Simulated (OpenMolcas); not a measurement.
Os5+ among 6 point charges of -1.7 e arranged as a trigonal prism (D3h), with a polar angle of 47.6° against the regular 49.1°.

| Item | Value |
| --- | --- |
| Program | OpenMolcas |
| Method | CASSCF |
| Basis | ANO-RCC-VDZP [7s6p4d2f1g] |
| Scalar Hamiltonian | DKH2, point nucleus |
| Active space | 3 electrons in 5 orbitals (5d) |
| State averaging | 2S+1 = 4 even, 10 roots; 2S+1 = 2 even, 40 roots |
| Spin-orbit coupling | RASSI with atomic mean-field integrals over the reference wave functions |

All point charges move together. At R = 1.98 Å the first state of the same spin is 5866 cm-1, and at R = 2.07 Å it is 4697 cm-1.

A third run gives 8452 cm-1. What distance was it run at?

With a power law R^-n the two known points give n = -ln(4697 / 5866) / ln(2.07 / 1.98) = 5.00. Then R = 1.98 × (5866 / 8452)^(1/5.00) = 1.841 Å. The run was at 1.84 Å, so the estimate is off by +0.001 Å.

Without dynamic correlation the repulsion within the d shell is too large (B by tens of per cent), so at a given field states of lower spin stand too high. Spin-orbit coupling mixes the spin-free states strongly: the lowest level takes only 56 % from its leading state, 4A2 (figures for R = 1.84; the like holds for R = 1.98, R = 2.07). This is an electrostatic model: the charges have no orbitals. No measured value stands beside these numbers.
